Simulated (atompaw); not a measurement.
**Plane-wave convergence, PAW (atompaw) potential for tungsten (W)**

atompaw 4.2.0.5 input, output lines left out:

```
W 74
LDA-PW scalarrelativistic loggrid 2001 logderivrange -6 5 276
6 6 5 4 0 0
6 0 0
6 1 0
5 2 4
0 0 0
c
c
c
c
c
v
c
c
c
v
v
c
c
v
c
2
3.00 2.95 2.80 2.65
y
2.1
n
n
y
-0.85
n
custom rrkj gramschmidtortho sinc
3 0 troulliermartins
3.00
3.00
1.40
2.40
3.00
3.00
```

The pseudo-atom Hamiltonian at the reference potential is diagonalised in spherical Bessel functions j_l(qr) that vanish at 20 bohr, with q² up to the cutoff. All-electron valence levels (Ry): 6s -1.4433, 5p -4.3797, 6p -0.9677, 5d -1.4844.

Task: How do the lowest levels (Ry) of each channel move with the cutoff, and are there ghosts?

Result:

| cutoff (Ry) | s #1 | p #1 | p #2 | d #1 | f #1 | Σ f·Δε (mRy) |
| --- | --- | --- | --- | --- | --- | --- |
| 8 | -1.4432 | -0.9726 | -0.3985 | -1.4775 | -0.3127 | 20470.4 |
| 15 | -1.4433 | -4.0041 | -0.9675 | -1.4842 | -0.3146 | 2254.6 |
| 25 | -1.4433 | -4.3500 | -0.9677 | -1.4844 | -0.3147 | 178.3 |
| 45 | -1.4433 | -4.3793 | -0.9677 | -1.4845 | -0.3147 | 2.0 |
| 60 | -1.4433 | -4.3794 | -0.9677 | -1.4845 | -0.3147 | 1.6 |
| 90 | -1.4433 | -4.3796 | -0.9677 | -1.4845 | -0.3147 | 0.3 |
| 400 | -1.4433 | -4.3797 | -0.9677 | -1.4845 | -0.3147 | 0.0 |

Result: no extra level below or beside the all-electron valence levels (s, p, d, f tested); 10 mRy is reached at 40 Ry and 1 mRy at 70 Ry.
